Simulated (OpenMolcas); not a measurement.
# Tc4+: moving the ligands

Tc4+ with 6 ligands (fluoride) in octahedral coordination (Oh) at 1.96 Å. A charge of +0.333 e stands 2.6 Å behind each ligand. Ligand basis ANO-RCC-VDZP.
```
Tc    0.0000    0.0000    0.0000
F     1.9600    0.0000    0.0000
F     0.0000    1.9600    0.0000
F    -1.9600    0.0000    0.0000
F     0.0000   -1.9600    0.0000
F     0.0000    0.0000    1.9600
F     0.0000    0.0000   -1.9600
```

```yaml
Program: OpenMolcas
Method: CASSCF
Basis: ANO-RCC-VDZP [6s5p3d1f]
Scalar_Hamiltonian: DKH2, point nucleus
Active_space: 3 electrons in 5 orbitals (4d)
State_averaging: 2S+1 = 4 even, 10 roots; 2S+1 = 2 even, 40 roots
Spin-orbit_coupling: state interaction with AMFI integrals over the reference wave functions
```

Runs around this geometry, states (labels of O, the rotations of Oh). Energies in cm-1 above the lowest state or level, χT in cm3 K/mol; 10Dq and B are least-squares fits to the states below 45000 cm-1, weighted by degeneracy, with a free offset, and given where the rms deviation is under 5 % of |10Dq| (or 100 cm-1) and under 700 cm-1.

| R (Å) | Ground state | First state of that spin | 10Dq | B (rms of fit) | First gap with spin-orbit (degeneracies) | χT at 300 K | First state of another spin |
| --- | --- | --- | --- | --- | --- | --- | --- |
| 1.86 | 4A2 | 4T2 35679 | 35670 | 768 (32) | 15067 (4, 4) | 1.787 | 2E 15115 |
| 1.96 | 4A2 | 4T2 28364 | 27671 | 794 (235) | 15237 (4, 4) | 1.760 | 2E 15318 |
| 2.07 | 4A2 | 4T2 22496 | 21638 | 749 (311) | 15358 (4, 4) | 1.727 | 2E 15514 |

Taking |10Dq| as R^-n, n = -ln(21638 / 35670) / ln(2.07 / 1.86) = 4.7 between the shortest and longest distance. The point-charge formula for a cubic d site gives n = 5.

Without dynamic correlation the repulsion within the d shell is too large (B by tens of per cent), so at a given field states of lower spin stand too high. With metal d orbitals alone the field can be off either way by tens of per cent. Ligand-to-metal charge-transfer states are missing. With no ligand orbital active B as a rule stays too high, so bands that hang on it stand too high and its fall with covalency is understated. The least metal-like active orbital is 75 % on the metal (Löwdin) and no ligand orbital is active, so the numbers are rough (holds for R = 1.86). The least metal-like active orbital is 77 % on the metal (Löwdin) and no ligand orbital is active, so the numbers are rough (holds for R = 1.96). The least metal-like active orbital is 79 % on the metal (Löwdin) and no ligand orbital is active, so the numbers are rough (holds for R = 2.07). No measured value stands beside these numbers; the geometry is a model, was not optimised and need not be the one that this ion takes.
